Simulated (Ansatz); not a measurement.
A structure relaxed at PBE0-D4/def2-TZVP, charge 0, multiplicity 1:

Cartesian coordinates in Å:
```
F -0.9499 1.0313 1.0107
C -0.6246 0.0501 0.0744
Si -1.1689 -1.6563 0.7471
O 0.7395 0.0458 -0.1325
Si 1.5815 1.3389 -0.7514
H -1.1558 0.3413 -0.8443
H -0.8664 -2.6813 -0.2834
H -2.6296 -1.6243 1.0106
H -0.4171 -1.9311 1.9946
H 1.8730 2.3495 0.2930
H 2.8432 0.7759 -1.2821
H 0.7752 1.9603 -1.8369
```

(1) Give its formula and SMILES.

(2) Summarise the bond lengths by kind.

Answers

(1) CH7FOSi2, `FC([SiH3])O[SiH3]`.

(2) 1 × C–F 1.395 Å; 1 × C–Si 1.913 Å; 1 × C–O 1.380 Å; 1 × C–H 1.100 Å; 6 × H–Si 1.480 to 1.488 Å; 1 × O–Si 1.663 Å.

Computed with Ansatz.
